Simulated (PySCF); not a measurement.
Compound: C5H11O2Si (doublet state).
Z-matrix (Å and degrees, GFN2-xTB geometry), rows numbered from 1:
```
C 
C   1  1.4759
O   2  1.3409  1  121.75
Si  3  1.6278  2  134.26  1     2.52
O   4  1.6103  3  107.07  2  -172.01
C   5  1.3806  4  131.73  3   -63.09
C   6  1.4981  5  118.97  4   -90.31
C   6  1.4950  5  117.62  4  -159.87
H   1  1.0938  2  110.68  3    55.82
H   1  1.0855  2  110.35  3   176.81
H   1  1.0954  2  111.21  3   -62.28
H   2  1.0745  1  123.30  3   177.61
H   4  1.4666  3  108.91  2    65.09
H   4  1.4560  3  113.59  2   -63.00
H   6  1.0851  5  113.40  4    55.32
H   7  1.0789  6  118.46  8  -108.56
H   7  1.0786  6  117.08  8   107.60
H   8  1.0789  6  118.60  7   108.63
H   8  1.0784  6  116.93  7  -107.77
```

The hyperfine couplings belong to this conformer and change with its torsions.

The species is `C[CH]O[SiH2]OC1CC1` [radical].

Method: PySCF 2.14.0, UKS B3LYP, pcH-1 on C H O Si, non-relativistic, mean-field spin-orbit, GIAO. Isolated species at its GFN2-xTB geometry (one conformer only). GFN2-xTB frequencies show an imaginary mode (145i cm⁻¹), so this geometry is no minimum at that level. The geometry wasn't refined by DFT: couplings that depend on bond lengths, twists or pyramidal angles can differ widely from those at the functional's own minimum. The SCF solution wasn't tested for stability.

Largest spin populations (Mulliken): C2 (+0.93), C1 (-0.08) and O3 (+0.08). C2 is the only atom above +0.15. The angles at C2 add up to 360.0°, so it is planar; its axial dipolar tensor and the negative coupling of its proton fit spin in a p orbital normal to that plane.

Problem. Find Q in a(H) = Q·ρ(C) for the protons on the planar carbons that carry spin.

Solution. 
```csv
H,C,ρ(C),a(H) (G),a/ρ (G)
H12,C2,+0.931,-24.29,-26.1
```

One proton gives one ratio, Q = -26.1 G, and no test of linearity. In McConnell's picture π spin on carbon polarises the C–H bond and leaves opposite spin at the proton, which makes Q negative, as found here.

Problem. How do the β-proton couplings of this frozen conformer go with θ, the angle between the C–H bond and the normal to the plane of the spin centre's three neighbours, both seen down the bond from centre to carbon?

Solution. 
```json
{"β H": "H9", "on": "C1", "centre": "C2", "θ (°)": "35", "cos²θ": "0.67", "a (G)": "+35.98"}
{"β H": "H10", "on": "C1", "centre": "C2", "θ (°)": "86", "cos²θ": "0.01", "a (G)": "+0.99"}
{"β H": "H11", "on": "C1", "centre": "C2", "θ (°)": "27", "cos²θ": "0.80", "a (G)": "+42.47"}
```

Fitting the Heller–McConnell form a = ρ(B0 + B2 cos²θ), with Mulliken ρ = 0.93, gives B0 = 0.8 G and B2 = 56.4 G, with a largest miss of 0.3 G. By this fit the coupling would be 53.2 G at θ = 0° and 0.7 G at 90°.

Problem. What would the freely rotating methyl group on C1 show?

Solution. Three equal couplings, a 1:3:3:1 quartet. The mean of the three values of this geometry estimates the splitting: 26.5 G, or 74.2 MHz (three bonds 120° apart have a mean cos²θ of 1/2 at any torsion).

Couplings in gauss use g_iso = 2.0031.
